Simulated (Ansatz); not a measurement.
Consider the ligand exchange at the Si–Cl bond: `C[Si](N)(O)Cl` + CH₃OH → `CO[Si](C)(N)O` + HCl.

Computed with Ansatz on PBE0-D4/def2-TZVP structures; ΔE is electronic, products minus reactants. CCSD(T)/CBS is the MP2 limit (def2-TZVPP, def2-QZVPP) plus CCSD(T) − MP2 in def2-TZVPP, frozen cores. This one scheme is used for every species. Functionals use def2-TZVPP. Each species was taken in one conformer, which may not be the lowest.

`C[Si](N)(O)Cl`:

Cartesian coordinates in Å:
```
C -0.534 -0.810 1.140
Si 0.235 0.329 -0.096
N -0.405 0.034 -1.636
O 1.859 0.184 -0.242
Cl -0.086 2.269 0.604
H -1.620 -0.690 1.161
H -0.157 -0.600 2.143
H -0.303 -1.848 0.889
H 0.013 0.453 -2.450
H -1.389 -0.134 -1.765
H 2.387 0.813 0.251
```

CH₃OH:

Z-matrix (Å, degrees):
```
C
O 1 1.409
H 1 1.097 2 112.4
H 1 1.090 2 107.0 3 -118.5
H 1 1.097 2 112.4 3 123.0
H 2 0.959 1 108.5 3 -61.6
```

`CO[Si](C)(N)O`:

Cartesian coordinates in Å:
```
C 2.097 0.002 0.224
O 1.109 -0.113 -0.770
Si -0.502 -0.216 -0.446
C -1.142 1.335 0.348
N -0.832 -1.512 0.612
O -1.161 -0.466 -1.931
H 3.068 -0.216 -0.226
H 2.130 1.016 0.638
H 1.925 -0.704 1.044
H -2.228 1.299 0.466
H -0.699 1.496 1.335
H -0.905 2.203 -0.272
H -1.518 -1.416 1.340
H -0.745 -2.468 0.310
H -0.596 -0.240 -2.671
```

HCl:

Z-matrix (Å, degrees):
```
Cl
H 1 1.279
```

CCSD(T)/CBS gives +0.1 kcal/mol.

**Question.** Another level gave -0.2 kcal/mol. Which?
A. CCSD/def2-TZVPP
B. PBE-D4/def2-TZVPP
C. r2SCAN/def2-TZVPP
D. HF/def2-TZVPP

**Answer.** D. HF/def2-TZVPP -0.2, PBE-D4 2.2, r2SCAN 1.2, CCSD/def2-TZVPP -1.2 kcal/mol.

Largest T1 diagnostic among the species: 0.011.

The D4 term adds −0.8 kcal/mol with B3LYP and −0.6 kcal/mol with PBE0; it sums over pairs of atoms, weighted by their polarisabilities, and B3LYP, whose exchange is more repulsive, gets the larger term.

B3LYP here is the variant with VWN-RPA as its local correlation; programs differ in this.
